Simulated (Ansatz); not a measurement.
HfSi₂. Charge 0, multiplicity 3. Geometry PBE-D4/def2-TZVP; atoms count from 1.

```
atom   x (Å)   y (Å)   z (Å)
 Hf1   0.170  -1.405   0.271
 Si2  -1.090   0.476  -0.679
 Si3   0.920   0.929   0.408
```

In the def2 sets Hf takes a core potential; there is no spin–orbit coupling. The structure comes from a short search, and lower isomers may exist.

Estimate the Mulliken populations from the PBE0/def2-TZVP orbitals of Ansatz.


```csv
atom,charge (e),spin (α − β),d electrons
Hf1,0.32,1.47,2.29
Si2,-0.16,0.27,–
Si3,-0.16,0.27,–
```
Mulliken values depend strongly on the basis.

Where does the spin sit?

Summed by element: Hf 1.47, Si 0.53, of 2 unpaired in all. Largest on single atoms: Hf1 1.47, Si2 0.27, Si3 0.27.

And the Mayer bond orders between heavy atoms (over 0.3)?

Hf1–Si2 1.71 (2.46 Å); Hf1–Si3 1.71 (2.46 Å); Si2–Si3 1.35 (2.33 Å).
